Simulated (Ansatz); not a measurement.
Reaction (homolysis of the C–I bond): `CB(F)CI` → `[CH2]B(C)F`• + I•

Program: Ansatz. Geometries: PBE0-D4/def2-TZVP. ΔE: electronic, gas phase. CBS: MP2 limit from def2 TZ/QZ plus the TZ coupled-cluster correction, frozen cores. Functionals use def2-TZVPP. No spin–orbit coupling; open shells (•) take unrestricted orbitals. Spin–orbit coupling would lower the free atoms: strongly for I. Elements past krypton have def2 core potentials. For I outer-core shells are correlated without core-valence functions, so the limit isn't a true one: a few kJ/mol of doubt a bond, and 10 to 20 or more in all where bonds break to atoms. One conformer a species, not always the lowest.

```tsv
level	ΔE (kJ/mol)	difference from CCSD(T)/CBS
revPBE-D4	249.7	-15.4
BLYP-D4	239.8	-25.3
BHLYP-D4	218.0	-47.1
PBE	252.3	-12.8
revPBE	227.9	-37.2
CAM-B3LYP	220.5	-44.6
LC-ωPBE	222.4	-42.7
MP2/def2-SVP	232.1	-33.0
MP2/def2-QZVPP	281.6	16.5
CCSD/CBS(def2)	247.4	-17.7
CCSD(T)/CBS	265.1	0
```

Largest T1 diagnostic among the species: 0.012.

From BLYP to BHLYP (50 % exact exchange), in def2-TZVPP and without D4, ΔE moves by −15.8 kJ/mol: exact exchange takes away binding that semilocal exchange gives to molecules. The D4 term adds +15.6 kJ/mol with B3LYP and +8.3 kJ/mol with PBE0; it sums over pairs of atoms, weighted by their polarisabilities, and B3LYP, whose exchange is more repulsive, gets the larger term.

CCSD(T)/CBS has its own doubt, a few kJ/mol and more with outer-core shells, so smaller differences from it don't rank the levels.

B3LYP here is the variant with VWN-RPA as its local correlation; programs differ in this.
